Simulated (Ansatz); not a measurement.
Stepwise reaction of `F[Si](F)(S)Cl` with hydrogen chloride, as a gas-phase model of exchange steps in deposition or etching. ΔE in kJ/mol.

Isolated molecules relaxed with PBE0-D4/def2-TZVP in Ansatz; ΔE leaves out vibrations. CCSD(T)/CBS adds triple-zeta CCSD(T) − MP2 to the extrapolated MP2 energy (def2 sets, frozen cores). This one scheme is used for every species. DFT in def2-TZVPP. B3LYP here is the variant with VWN-RPA as its local correlation; programs differ in this. Each species was taken in one conformer, which may not be the lowest.

| step | reaction | PBE-D4 | B3LYP-D4 | ωB97M-V | CCSD(T)/CBS |
| --- | --- | --- | --- | --- | --- |
| 1 | `F[Si](F)(S)Cl` + HCl → `F[Si](S)(Cl)Cl` + H–F | 40.6 | 50.5 | 49.9 | 47.6 |
| 2 | `F[Si](S)(Cl)Cl` + HCl → `S[Si](Cl)(Cl)Cl` + H–F | 40.2 | 49.9 | 49.6 | 45.8 |

**Question.** By hand: ΔE of the 2 steps together at CCSD(T)/CBS.

**Answer.** (47.6) + (45.8) = 93.4 kJ/mol, or 46.7 kJ/mol a step.

In ΔE the steps differ by no more than 1.8 kJ/mol. All are uphill at CCSD(T)/CBS. PBE-D4 differs from CCSD(T)/CBS by -7.0 to -5.6 kJ/mol a step. Isolated molecules leave out the surface, adducts and barriers. Largest T1 diagnostic: 0.011.
